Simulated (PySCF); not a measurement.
# Nonlinear optical response: `C#CC1=CC[C@@H](F)S1`, C₆H₅FS

Geometry:
| atom | x (Å) | y (Å) | z (Å) |
| --- | --- | --- | --- |
| C1 | 3.389 | -0.449 | -0.359 |
| C2 | 2.204 | -0.272 | -0.272 |
| C3 | 0.829 | -0.019 | -0.162 |
| C4 | -0.158 | -0.914 | -0.077 |
| C5 | -1.542 | -0.358 | 0.008 |
| C6 | -1.429 | 1.143 | 0.280 |
| F7 | -1.672 | 1.401 | 1.607 |
| S8 | 0.272 | 1.670 | -0.136 |
| H9 | 4.420 | -0.627 | -0.436 |
| H10 | 0.008 | -1.977 | -0.076 |
| H11 | -2.110 | -0.823 | 0.817 |
| H12 | -2.080 | -0.533 | -0.928 |
| H13 | -2.136 | 1.759 | -0.282 |

The calculation used quadratic response CAM-B3LYP/def2-SVPD first hyperpolarisability, Taylor convention, gas phase (PySCF). Geometry: GFN2-xTB.

**Question.** What is the first hyperpolarisability, and how does it disperse?

**Answer.** In au, Taylor convention; the vector part is βᵢ = ⅓ Σⱼ (βᵢⱼⱼ + βⱼᵢⱼ + βⱼⱼᵢ); β∥ is 3/5 of the vector part along the dipole, the dipole points from − to +:
| process | λ (nm) | β vector norm | β∥ | β HRS | depolarisation ratio |
| --- | --- | --- | --- | --- | --- |
| static β(0;0,0) | ∞ | 150.3 | 2.4 | 62.5 | 4.93 |
| second harmonic β(−2ω;ω,ω) | 1064 | 165.6 | -1.5 | 71.9 | 4.49 |
| Pockels β(−ω;ω,0) | 1064 | 155.0 | 1.5 | – | – |

**Question.** Which lowest excitations, dipole and polarisabilities go with it?

**Answer.** S1 5.02 eV (f = 0.130); S2 5.06 eV (f = 0.012); S3 5.63 eV (f = 0.001); dipole 2.39 D; isotropic α 89.4 au static, 90.5 au at 1064 nm, 94.1 au at 532 nm.
